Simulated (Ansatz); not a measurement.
Molecule: C$_{3}$H$_{6}$O$_{2}$Si, net charge 0, singlet state. 
Structure (B3LYP-D3(BJ)/def2-TZVP (Ansatz, a program for electronic structure) minimum search):
```
C
O 1 1.2111
C 1 1.5262 2 119.52
H 3 1.0931 1 110.08 2 7.91
H 3 1.0994 4 106.78 1 117.21
C 3 1.5059 4 110.74 5 115.79
O 6 1.2051 3 124.03 4 142.42
H 6 1.1079 7 120.57 3 -179.72
Si 1 1.9388 2 119.13 3 179.84
H 9 1.4755 1 108.69 2 -81.36
H 9 1.4786 10 111.40 1 123.12
H 9 1.4804 10 109.90 11 121.99
```

Wanted: atomisation energy (electronic, to ground-state atoms); the coupled-cluster value holds the core correlation from cc-pwCVTZ, in kcal/mol. Correlated levels leave the core frozen unless marked. Open shells are spin-unrestricted. Spin-orbit coupling is left out. Non-relativistic. CBS marks a two-point X^-3 extrapolation of the correlation energy; Hartree-Fock from the larger set.

Level to compare with: CCSD(T)/CBS(cc-pV(T+d)Z,cc-pV(Q+d)Z) plus the core term (Ansatz), 1142.0 kcal/mol. It is a level with limits of its own, and the differences hold the functionals' basis error too.

Task: Rank these functionals by how close they come to CCSD(T)/CBS(cc-pV(T+d)Z,cc-pV(Q+d)Z), closest first: PBE/def2-TZVPD (Ansatz); CAM-B3LYP/def2-TZVPD (Ansatz); BHLYP/def2-TZVPD (Ansatz).

Result: CAM-B3LYP/def2-TZVPD (range-separated hybrid, 1137.9 kcal/mol, difference -4.1), PBE/def2-TZVPD (GGA, 1166.2 kcal/mol, difference 24.2), BHLYP/def2-TZVPD (global hybrid, 1087.3 kcal/mol, difference -54.7)
